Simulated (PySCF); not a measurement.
C₅H₁₂GeO₂.
Atom-mapped SMILES: `[CH3:1][CH:2]([CH3:3])[GeH:4]1[O:5][CH2:6][CH2:7][O:8]1` (hydrogens: H9, H10, H11 on C1; H12 on C2; H13, H14, H15 on C3; H16 on Ge4; H17, H18 on C6; H19, H20 on C7)

Structure used (PBE0-D3(BJ)/def2-SVP), in Å, numbered top down from 1:
```
atom  x, y, z in Å
C1    -1.2463   -1.2480    0.6782
C2    -1.5223    0.1937    0.2644
C3    -2.4717    0.3026   -0.9249
Ge4    0.1652    1.0933   -0.1161
O5     1.3015    0.8918    1.2614
C6     2.5336    0.4384    0.7431
C7     2.2526   -0.4285   -0.4866
O8     1.2277    0.1793   -1.2428
H9    -0.7665   -1.8076   -0.1416
H10   -2.1830   -1.7703    0.9334
H11   -0.5797   -1.2948    1.5523
H12   -1.9502    0.7426    1.1231
H13   -3.4375   -0.1797   -0.7003
H14   -2.6819    1.3490   -1.1974
H15   -2.0560   -0.1978   -1.8148
H16    0.0493    2.5480   -0.6130
H17    3.0672   -0.1336    1.5200
H18    3.1721    1.2984    0.4575
H19    1.9436   -1.4429   -0.1639
H20    3.1548   -0.5353   -1.1125
```

Method: PBE0-D3(BJ)/def2-SVP geometry optimisation, gas phase in PySCF 2.14.0.

Masses are those of the commonest isotopes; rigid-rotor values at the optimised geometry. The values belong to one conformer with, in the numbering `[CH3:1][CH:2]([CH3:3])[GeH:4]1[O:5][CH2:6][CH2:7][O:8]1`, C1–C2–Ge4–O5 -52°, C2–Ge4–O5–C6 130°, Ge4–O5–C6–C7 -32°, O5–C6–C7–O8 41°, C6–C7–O8–Ge4 -30°.

Problem. What are A, B and C (MHz)?

Solution. Ia = 190.49, Ib = 457.23, Ic = 475.52 u·Å²; 505379 MHz·u·Å²/I gives A = 2653, B = 1105, C = 1063 MHz.

Problem. Classify the top.

Solution. A near-prolate asymmetric top: κ = (2 × 1105 − 2653 − 1063)/(2653 − 1063) = -0.95.

Problem. Is it planar, by Δ = Ic − Ia − Ib?

Solution. Not planar: Δ = Ic − Ia − Ib = -172.20 u·Å². For a rigid frame Δ = −2 Σ m c², so Σ m c² = 86.10 u·Å² lies off the ab plane: 11.68 from hydrogen and 74.42 from heavier atoms. The atom farthest from that plane is 1.71 Å away.

Problem. Give the other two planar moments, Paa and Pbb, and the rms extents of the mass along the axes.

Solution. Paa = Σ m a² = (Ib + Ic − Ia)/2 = 371.13 and Pbb = Σ m b² = (Ia + Ic − Ib)/2 = 104.39 u·Å². With the mass M = 178.00 u, the rms extents √(P/M) along a, b and c are 1.44, 0.77, 0.70 Å.

Problem. Which types of transition are allowed, and where do some lines up to J = 2 fall?

Solution. The dipole components are |μa| = 0.89 D, |μb| = 0.36 D, |μc| = 0.16 D. Intensities carry the squares of the components, which stand as 1.00 : 0.17 : 0.03 (a : b : c). Some lines, for components of 0.1 D or more:

| type | branch | J(Ka,Kc) | MHz | lower level (cm⁻¹) |
| --- | --- | --- | --- | --- |
| c | Q | 2(1,2) ← 2(0,2) | 1506 | 0.217 |
| c | Q | 1(1,1) ← 1(0,1) | 1548 | 0.072 |
| b | Q | 1(1,0) ← 1(0,1) | 1590 | 0.072 |
| b | Q | 2(1,1) ← 2(0,2) | 1634 | 0.217 |
| a | R | 1(0,1) ← 0(0,0) | 2168 | 0.000 |
| b | R | 2(0,2) ← 1(1,1) | 2788 | 0.124 |
| b | R | 1(1,1) ← 0(0,0) | 3716 | 0.000 |
| a | R | 2(1,2) ← 1(1,1) | 4294 | 0.124 |
| a | R | 2(0,2) ← 1(0,1) | 4335 | 0.072 |
| a | R | 2(1,1) ← 1(1,0) | 4379 | 0.125 |
| c | Q | 2(2,1) ← 2(1,1) | 4643 | 0.271 |
| b | Q | 2(2,0) ← 2(1,1) | 4644 | 0.271 |
| b | Q | 2(2,1) ← 2(1,2) | 4771 | 0.267 |
| b | R | 2(1,2) ← 1(0,1) | 5841 | 0.072 |
| c | R | 2(1,1) ← 1(0,1) | 5969 | 0.072 |
| b | R | 2(2,1) ← 1(1,0) | 9022 | 0.125 |
| c | R | 2(2,1) ← 1(1,1) | 9064 | 0.124 |
| b | R | 2(2,0) ← 1(1,1) | 9065 | 0.124 |

Problem. Estimate the classical rotational partition function at 50 K, 100 K and 200 K.

Solution. Point group C1, symmetry number σ = 1; q = (√π/σ)·√((kT/h)³/(ABC)), k/h = 20836.6 MHz/K: 33800 at 50 K, 95500 at 100 K, 270000 at 200 K.

No PBE0-D3(BJ)/def2-SVP frequencies stand behind this structure, so it isn't proved a minimum. Constants of a rigid frame at the computed geometry: no zero-point averaging, no centrifugal distortion. A rigid rotor knows nothing of internal rotation, which can split or shift real lines.
